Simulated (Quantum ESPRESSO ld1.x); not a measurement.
Problem. Radial electron density D(r) = 4 pi r^2 rho(r) of an atom or ion with 42 electrons. Calculated with ld1.x of Quantum ESPRESSO 7.5: Dirac Kohn-Sham, BLYP, spin-unpolarised, spherical densities, point nucleus.

```
   r/bohr * D(r) (the largest magnitude, 65.6, reaches the edge; | marks zero)
 0.003327 |     *
 0.004473 |        *
 0.005966 |             *
 0.008021 |                   *
   0.0107 |                           *
  0.01438 |                                    *
  0.01918 |                                          *
  0.02579 |                                            *
  0.03468 |                                         *
  0.04625 |                                     *
  0.06218 |                                       *
  0.08294 |                                                *
   0.1115 |                                                      *
   0.1487 |                                              *
      0.2 |                                  *
   0.2688 |                                     *
   0.3586 |                                         *
   0.4821 |                            *
    0.643 |            *
   0.8644 |         *
    1.153 |        *
     1.55 |     *
    2.084 |  *
     2.78 |*
    3.737 |*
    4.984 *
    6.701 *
    8.938 *
    12.02 *
```

What is the nuclear charge?

Solution. Z = 42. The innermost maximum, from 1s, lies near gamma/Z bohr with gamma = sqrt(1 - (Z/c)^2) = 0.952, here 0.0227 bohr (found: 0.0248), and its height grows with Z. The density is that of neutral molybdenum in [Kr] 4d5 5s1; the configuration itself is not fixed sharply by these data, and Z only to a few units. D(r) has 4 maxima, at r = 0.0248, 0.109, 0.342, 0.998 bohr, and minima at 0.0497, 0.220, 0.844 bohr, inside which lie 2.05, 11.12, 29.29 electrons.
